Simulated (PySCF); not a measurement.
## Polarisability and C₆ of Ti²⁺ (titanium, charge +2)

[Ar] 3d1 4s1, high-spin 3D determinant (an excited configuration). Computed with PySCF 2.14 in def2-TZVPPD (6s6p4d2f1g, 67 functions), with no relativity, point nucleus. Coupled (time-dependent) response in atomic units; α is the mean over directions.

| method | mean α (bohr³) | α xx, yy, zz | C₆ (like pair) | S(−4) |
| --- | --- | --- | --- | --- |
| UHF | 39.04 | 38.38, 38.38, 40.37 | 205.3 | 1457 |
| PBE | 32.23 | 31.41, 31.41, 33.86 | 159.2 | 971.0 |
| PBE0 | 34.23 | 33.33, 33.33, 36.03 | 172.2 | 1106 |
| r2SCAN0 | 34.35 | 33.66, 33.66, 35.72 | 176.8 | 1065 |

S(−4) is the Cauchy moment in α(ω) = α(0) + S(−4) ω² + …

α(iu) at r2SCAN0:

| u (hartree) | α(iu) (bohr³) |
| --- | --- |
| 0 | 34.35 |
| 0.0500 | 31.89 |
| 0.100 | 26.38 |
| 0.200 | 16.18 |
| 0.300 | 10.47 |
| 0.500 | 5.716 |
| 0.750 | 3.605 |
| 1.00 | 2.636 |
| 1.50 | 1.675 |
| 2.00 | 1.174 |
| 3.00 | 0.6656 |
| 5.00 | 0.2929 |

A single London oscillator, α(iu) = α/(1 + u²/ω²), gives C₆ = (3/4) ω α². Matching the computed C₆ needs ω = 4 × 176.8 / (3 × 34.35²) = 0.200 hartree.

For an ion, C₆ is the dispersion term alone; charge-induced terms of lower order in 1/R come first.

The components differ because the open shell of this determinant is not spherical; for a pure term their mean is the scalar polarisability.
